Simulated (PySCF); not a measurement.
# Working out the ionisation energy of Ca(2+)

Ca(2+) [Ar] (1S) → Ca(3+) [Ne] 3s2 3p5 (2P). All numbers are calculated (PySCF 2.14, scalar relativity by spin-free X2C-1e, in cc-pVDZ-X2C). Frozen: [Ne] 3s2. Energies in hartree (1 hartree = 27.21139 eV):

| part | Ca(2+) (lower) | Ca(3+) (upper) |
| --- | --- | --- |
| UHF | -679.023008 | -677.163315 |
| CCSD correlation | -0.067919 | -0.041398 |
| (T) | -0.000105 | -0.000037 |

Question: What does Hartree-Fock give?

Answer: (-677.163315) − (-679.023008) = 1.859693 hartree = 50.605 eV.

Question: What do CCSD and CCSD(T) give?

Answer: The CCSD correlation energies differ by 0.026521 hartree = 0.722 eV and the triples by 0.000068 hartree = 0.002 eV, so CCSD gives 51.327 eV and CCSD(T) 51.329 eV.

Reference: 50.913 eV (measured; NIST Atomic Spectra Database, ionization energies), between the lowest levels; spin-orbit coupling is absent from the calculation.

A double-zeta basis recovers only part of the correlation energy.

What remains against the reference includes basis incompleteness, the frozen core and higher excitations.
